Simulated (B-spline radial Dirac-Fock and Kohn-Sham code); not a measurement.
## Fe⁺: non-radiative channels of the M2 vacancy

System: Fe⁺, configuration 1s2 2s2 2p6 3s2 3p6 3d6 4s1, inside a Watson sphere of charge -1 and radius 1.6 Å (a model of the Madelung potential; inside it an electron's potential energy is raised by 9.0 eV).

Method: one-electron (LDA, Dirac) transition rates at Dirac-Fock energies. Computed with a radial finite-basis atomic code. Kinetic energies are configuration averages from the vacuum level; the two-hole energies are estimated from single-hole states.

```
transition  kinetic energy (eV)  width (meV)  share (%)
   M2-M4M4                29.41          217       14.8
   M2-M4M5                29.58         1120       75.9
   M2-M5M5                29.75         29.3        2.0
   M2-M4N1                42.48         92.3        6.3
   M2-M5N1                42.64         15.1        1.0
```

Coster-Kronig rates are the weakest part of this model and often come out 1.5 to 2.5 times too large. The listed channels hold 100 % of the non-radiative rate. Summed by principal shells, of 1.47 eV in all: MMM 92.7 %, MMN 7.3 %.
